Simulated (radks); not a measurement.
Initial-state core-level shifts of the argon ion Ar3+ when its valence configuration changes from [Ne] 3s2 3p3. Calculated with a radial shooting solver on a logarithmic mesh with Libxc functionals: scalar-relativistic Kohn-Sham, SCAN, spin-polarised, spherical densities, finite nucleus; open shells are filled with parallel spins first; meta-GGA in the generalised Kohn-Sham scheme; Fermi nuclear charge, rms radius 3.4274 fm. Shifts are changes of the shell-averaged eigenvalues in eV (positive: less bound); the change of the density at the nucleus, which sets a Mossbauer isomer shift, is in e/bohr^3, on a base of 4354.

| valence | 1s | 2s | 2p | density at nucleus |
|---|---|---|---|---|
| 3s1 3p4 | -1.161 | -1.173 | -1.152 | -20.0504 |
| 3p5 | -2.782 | -2.733 | -2.703 | -40.9090 |
| 3s1.5 3p3.5 | -0.577 | -0.585 | -0.574 | -10.1639 |
| 3s0.5 3p4.5 | -2.031 | -2.005 | -1.982 | -30.5359 |
